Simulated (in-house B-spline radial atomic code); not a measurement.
**Binding energies in the phosphorus ion P⁴⁺**

NIST's tabulated ground configuration is [Ne] 3s1; each binding energy is the energy of the ion with one electron taken from that subshell, relaxed, less that of the parent. Computed with an all-electron radial atomic-structure program (B-spline basis): Dirac-Hartree-Fock, average of configuration, Fermi nucleus of rms radius 3.1889 fm. Energies include first-order Breit, QED and recoil terms.

```json
{"subshell": "2p1/2", "X-ray name": "L2", "binding energy (eV)": "199.8", "-ε (eV)": "203.9", "relaxation (eV)": "3.9"}
{"subshell": "2p3/2", "X-ray name": "L3", "binding energy (eV)": "199", "-ε (eV)": "202.9", "relaxation (eV)": "3.9"}
{"subshell": "3s", "X-ray name": "M1", "binding energy (eV)": "64.57", "-ε (eV)": "64.61", "relaxation (eV)": "0.03"}
```

Relaxation = -ε minus the binding energy without Breit, QED and recoil terms.

Emission lines follow as differences of binding energies, with λ = 12398.42 eV·Å / E:

| line | holes | energy (eV) | wavelength (Å) |
| --- | --- | --- | --- |
| L3-M1 | 2p3/2 → 3s | 134.4 | 92.23 |

**Question.** What does it cost to remove both a 2p3/2 and a 2p1/2 electron?

**Answer.** 442.65 eV, which is 43.84 eV more than the two single binding energies together.

**Question.** What does it cost to remove both a 2p3/2 and a 3s electron?

**Answer.** 283.42 eV, which is 19.89 eV more than the two single binding energies together.
